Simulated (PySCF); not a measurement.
C₇H₁₁F.
Numbering: `[F:1][CH2:2][CH2:3][C@H:4]1[CH2:5][C:6]12[CH2:7][CH2:8]2` (hydrogens: H9, H10 on C2; H11, H12 on C3; H13 on C4; H14, H15 on C5; H16, H17 on C7; H18, H19 on C8)

Geometry (GFN2-xTB, Å), atoms numbered from 1 in this order:
```xyz
19
C7H11F angstrom
F      3.7081   -0.6766   -0.1319
C      2.6636    0.2034   -0.2922
C      1.3843   -0.3749    0.2990
C      0.2363    0.5961    0.1476
C     -0.5095    0.6701   -1.1720
C     -1.1499    0.0904    0.0294
C     -2.4288    0.2213    0.7592
C     -1.8884   -1.1409    0.3811
H      2.5633    0.3816   -1.3676
H      2.9554    1.1308    0.2118
H      1.1465   -1.3116   -0.2086
H      1.5531   -0.5973    1.3557
H      0.3811    1.5318    0.6776
H     -0.8391    1.6375   -1.5227
H     -0.2031    0.0017   -1.9642
H     -3.2918    0.5945    0.2267
H     -2.4029    0.5095    1.8002
H     -2.3891   -1.6879   -0.4049
H     -1.4987   -1.7702    1.1683
```

A PySCF run (density fitting, gas phase, GFN2-xTB geometry) gave HOMO -7.88 eV, LUMO 0.82 eV, dipole 2.06 D and E = -372.467 Eh.

Question: Which of these levels was it?
A. PBE0/def2-SVPD
B. PBE0/def2-SVP
C. PBE0/pcSseg-1

Answer: A. It is PBE0/def2-SVPD. All candidates on this geometry:

```tsv
level and settings	kind	basis functions	SCF cycles	E (Eh)	HOMO (eV)	LUMO (eV)	dipole (D)
PBE0/def2-SVPD	global hybrid	251	12	-372.4673	-7.88	0.82	2.06
PBE0/pcSseg-1	global hybrid	191	12	-372.6693	-7.86	1.52	1.97
PBE0/def2-SVP	global hybrid	167	12	-372.4431	-7.81	1.95	1.86
```

The nearest other candidate, by the summed differences of HOMO and LUMO, is PBE0/pcSseg-1: its HOMO differs by +0.02 eV and its LUMO by +0.70 eV. Cycle counts include a coarse-grid stage where the run had one.
